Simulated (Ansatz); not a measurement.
Z-matrix (Å, degrees):
```
Si
N 1 1.770
Si 1 2.340 2 110.9
H 1 1.486 2 108.7 3 -122.7
H 1 1.489 2 106.8 3 120.3
B 2 1.412 1 118.6 3 73.7
Si 2 1.734 1 120.3 3 -104.4
H 3 1.487 1 109.7 2 -57.5
H 3 1.486 1 110.1 2 62.5
H 3 1.488 1 109.7 2 -177.2
H 6 1.198 2 120.2 1 -178.3
H 6 1.200 2 119.1 1 1.9
Cl 7 2.057 2 109.3 1 61.3
H 7 1.479 2 110.4 1 -55.3
H 7 1.476 2 109.5 1 -179.8
```

Total charge 0; spin multiplicity 1.

(1) List the PBE0/def2-TZVPP orbital energies in eV (the Gaussian-basis code of Ansatz). (Best estimate.)

Results:

(1) The calculation gave: Occupied: -2767.46, -1803.99, -1803.17, -1802.55, -391.68, -259.32, -197.59, -197.47, -197.46, -184.85, -146.19, -145.47, -144.94, -100.90, -100.84, -100.81, -100.15, -100.12, -100.11, -99.59, -99.58, -99.58, -24.42, -23.15, -16.24, -15.73, -14.83, -13.49, -12.08, -11.53, -11.40, -10.68, -10.31, -10.04, -9.82, -9.69, -9.39, -9.04, -8.89, -8.06. Lowest empty: -0.88, -0.39, 0.19, 0.33, 0.66, 0.95, 1.07, 1.36.
